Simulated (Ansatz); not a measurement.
The cluster KNa4⁺: single points at one geometry.

```yaml
crystal:
  periodic: [false, false, false]
  atoms:
    - {symbol: Na, position_ang: [2.983489, -1.141979, -2.620371]}
    - {symbol: Na, position_ang: [0.003133, -1.465222, -3.837921]}
    - {symbol: Na, position_ang: [-2.051303, -0.220916, 3.531328]}
    - {symbol: Na, position_ang: [-0.975269, 2.771165, 2.931610]}
    - {symbol: K, position_ang: [0.039951, 0.056963, -0.004636]}
basis:
  gaussian: {orbitals: def2-TZVP, initial_orbitals: start.molden}
total_charge: 1
hamiltonian: {xc: pbe0}
scf: {omitted_lower_state_checks: [starts]}
output: {orbitals: {seedname: orbitals}}
```

The file start.molden holds the orbitals of an earlier run on this structure, at another level or in another basis.

```sh
$ ansatz run in.yaml --threads 4 --pin off --events-out ev --progress --plain --max-ram 4787MiB
```

Shortened log:

```
Functional definition: PBE0
1498 factors; their error is unknown
mean field evaluation 1: about -33962.7529 eV, gradient 1.1e2 eV
mean field evaluation 2: about -33966.2680 eV, gradient 5.9e0 eV
mean field evaluation 4: about -33969.2629 eV, gradient 8.6e0 eV
mean field evaluation 8: about -33970.3480 eV, gradient 2.2e-4 eV
mean field -33970.34795421 eV, -1248.3872613885 hartree, gradient 1.2e-5 eV, S^2 0.000000; 0 other end points of the search recorded, 0 dependent functions left out
reference -33970.34799313 eV, -1248.3872628185 hartree; 31, 31 occupied and 130, 130 virtual orbitals, 1498 factors
Total energy: -33970.34799313 eV, -1248.3872628185 hartree
Checks for a lower state left out: starts
```

Hardware: 4 threads of Arm Neoverse V2 on a shared host. Wall time 2.5 s.

As the first input, with `gaussian: {orbitals: def2-SVP, initial_orbitals: start.molden}` (abridged; 1.8 s):

```
Functional definition: PBE0
mean field -33961.80119497 eV, -1248.0731737796 hartree, gradient 1.6e-5 eV, S^2 0.000000
Total energy: -33961.80124307 eV, -1248.0731755470 hartree
Checks for a lower state left out: starts
```

The first input with `hamiltonian: {xc: {name: BLYP}}` (abridged; 2.3 s):

```
Functional definition: BLYP
mean field -33986.01577020 eV, -1248.9630430058 hartree, gradient 8.6e-6 eV, S^2 0.000000
Total energy: -33986.01615558 eV, -1248.9630571683 hartree
Checks for a lower state left out: starts
```

Geometry: PBE/def2-SVP.

The restricted singlet is unstable towards broken spin symmetry in Hartree–Fock (as tested in another run); at PBE0/def2-TZVP, PBE0/def2-SVP, BLYP/def2-TZVP this wasn't settled. Another isomer (singlet) lies 0.09 eV lower at PBE0/def2-TZVP; other spin states weren't run for this one.
